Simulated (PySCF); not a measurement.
H$_{10}$Si$_{5}$, charge -1, doublet, at a GFN2-xTB geometry (a state made from the parent by changing its charge; the spin is typed, not shown lowest) (in this run its highest filled SCF level lies above zero, so its values depend strongly on the basis, on diffuse functions most of all); PBE0/STO-3G (PySCF).

PySCF was given this input:
```python
from pyscf import gto, scf, dft

mol = gto.Mole()
mol.atom = '''
    Si    0.957547    1.343391    1.098534
    Si    1.799188   -0.675108    0.376200
    Si    0.233394   -1.651773   -0.995280
    Si   -1.655614   -0.340993   -0.988454
    Si   -1.339651    1.360828    0.530901
    H     0.883500    1.299259    2.608486
    H     2.154315    2.288434    1.111517
    H     2.321527   -1.685433    1.337023
    H     3.054696   -0.460601   -0.390620
    H    -0.054016   -3.054627   -0.613039
    H     0.752092   -1.885786   -2.363821
    H    -2.824292   -1.170009   -0.591909
    H    -2.074728   -0.061212   -2.389469
    H    -1.444630    2.671965   -0.215614
    H    -2.696567    1.549182    1.200849
'''
mol.basis = 'sto-3g'
mol.charge = -1
mol.spin = 1
mol.verbose = 4
mol.build()

mf = dft.UKS(mol)
mf.xc = 'pbe0'
mf.kernel()
```

The log (banner, timings and long lists left out):

```
PySCF version 2.14.0

[INPUT] verbose = 4
[INPUT] num. atoms = 15
[INPUT] num. electrons = 81
[INPUT] charge = -1
[INPUT] spin (= nelec alpha-beta = 2S) = 1
[INPUT] symmetry False subgroup None
[INPUT] Mole.unit = angstrom
[INPUT] Symbol           X                Y                Z      unit          X                Y                Z       unit  Magmom
[INPUT]  1 Si     0.957547000000   1.343391000000   1.098534000000 AA    1.809501581399   2.538641068206   2.075928398523 Bohr   0.0
[INPUT]  2 Si     1.799188000000  -0.675108000000   0.376200000000 AA    3.399972566604  -1.275769224503   0.710914968061 Bohr   0.0
[INPUT]  3 Si     0.233394000000  -1.651773000000  -0.995280000000 AA    0.441050739117  -3.121398589951  -1.880806617257 Bohr   0.0
[INPUT]  4 Si    -1.655614000000  -0.340993000000  -0.988454000000 AA   -3.128657027996  -0.644383380394  -1.867907346731 Bohr   0.0
[INPUT]  5 Si    -1.339651000000   1.360828000000   0.530901000000 AA   -2.531573492500   2.571592222640   1.003257489258 Bohr   0.0
[INPUT]  6 H      0.883500000000   1.299259000000   2.608486000000 AA    1.669573031053   2.455243674876   4.929324139762 Bohr   0.0
[INPUT]  7 H      2.154315000000   2.288434000000   1.111517000000 AA    4.071065336042   4.324513514143   2.100462712798 Bohr   0.0
[INPUT]  8 H      2.321527000000  -1.685433000000   1.337023000000 AA    4.387050220783  -3.185006771304   2.526607292244 Bohr   0.0
[INPUT]  9 H      3.054696000000  -0.460601000000  -0.390620000000 AA    5.772538833804  -0.870409742701  -0.738164818778 Bohr   0.0
[INPUT] 10 H     -0.054016000000  -3.054627000000  -0.613039000000 AA   -0.102075446345  -5.772408442702  -1.158475813677 Bohr   0.0
[INPUT] 11 H      0.752092000000  -1.885786000000  -2.363821000000 AA    1.421247900476  -3.563619069539  -4.466974297496 Bohr   0.0
[INPUT] 12 H     -2.824292000000  -1.170009000000  -0.591909000000 AA   -5.337138375800  -2.210996573276  -1.118545900665 Bohr   0.0
[INPUT] 13 H     -2.074728000000  -0.061212000000  -2.389469000000 AA   -3.920667702967  -0.115673915537  -4.515441993138 Bohr   0.0
[INPUT] 14 H     -1.444630000000   2.671965000000  -0.215614000000 AA   -2.729955051330   5.049282064423  -0.407451408622 Bohr   0.0
[INPUT] 15 H     -2.696567000000   1.549182000000   1.200849000000 AA   -5.095773106540   2.927529697106   2.269275726958 Bohr   0.0

nuclear repulsion = 495.526532472157
number of shells = 35
number of NR pGTOs = 165
number of NR cGTOs = 55
basis = sto-3g
ecp = {}

******** <class 'pyscf.dft.uks.UKS'> ********
method = UKS
initial guess = minao
damping factor = 0
level_shift factor = 0
DIIS = <class 'pyscf.scf.diis.CDIIS'>
diis_start_cycle = 1
diis_space = 8
diis_damp = 0
SCF conv_tol = 1e-09
SCF conv_tol_grad = None
SCF max_cycles = 50
direct_scf = True
direct_scf_tol = 1e-13
number electrons alpha = 41  beta = 40
XC library pyscf.dft.libxc version 7.1.2
    S. Lehtola, C. Steigemann, M. J. T. Oliveira, and M. A. L. Marques,  SoftwareX 7, 1–5 (2018)
XC functionals = pbe0
    C. Adamo and V. Barone,  J. Chem. Phys. 110, 6158 (1999)
    M. Ernzerhof and G. E. Scuseria,  J. Chem. Phys. 110, 5029 (1999)
radial grids:
    Treutler-Ahlrichs [JCP 102, 346 (1995); DOI:10.1063/1.469408] (M4) radial grids

becke partition: Becke, JCP 88, 2547 (1988); DOI:10.1063/1.454033
pruning grids: <function nwchem_prune>
grids dens level: 3
symmetrized grids: False
atomic radii adjust function: <function treutler_atomic_radii_adjust>
small_rho_cutoff = 0
Set gradient conv threshold to 3.16228e-05
tot grids = 193984
init E= -1435.24214448694

cycle= 1 E= -1435.94272170073  delta_E= -0.701  |g|= 0.102  |ddm|= 3.26
cycle= 2 E= -1435.949555334  delta_E= -0.00683  |g|= 0.0774  |ddm|= 0.475
cycle= 3 E= -1435.95558704449  delta_E= -0.00603  |g|= 0.00886  |ddm|= 0.246
cycle= 4 E= -1435.95567917653  delta_E= -9.21e-05  |g|= 0.00239  |ddm|= 0.0288
cycle= 5 E= -1435.95568720421  delta_E= -8.03e-06  |g|= 0.000823  |ddm|= 0.00873
cycle= 6 E= -1435.95568803431  delta_E= -8.3e-07  |g|= 0.000257  |ddm|= 0.00263
cycle= 7 E= -1435.95568814856  delta_E= -1.14e-07  |g|= 5.23e-05  |ddm|= 0.0013
cycle= 8 E= -1435.95568815401  delta_E= -5.46e-09  |g|= 1.15e-05  |ddm|= 0.000226
cycle= 9 E= -1435.95568815427  delta_E= -2.56e-10  |g|= 2.72e-06  |ddm|= 5.34e-05
Extra cycle  E= -1435.95568815429  delta_E= -2.21e-11  |g|= 1.17e-06  |ddm|= 1.12e-05
converged SCF energy = -1435.95568815429  <S^2> = 0.75453617  2S+1 = 2.004531
```
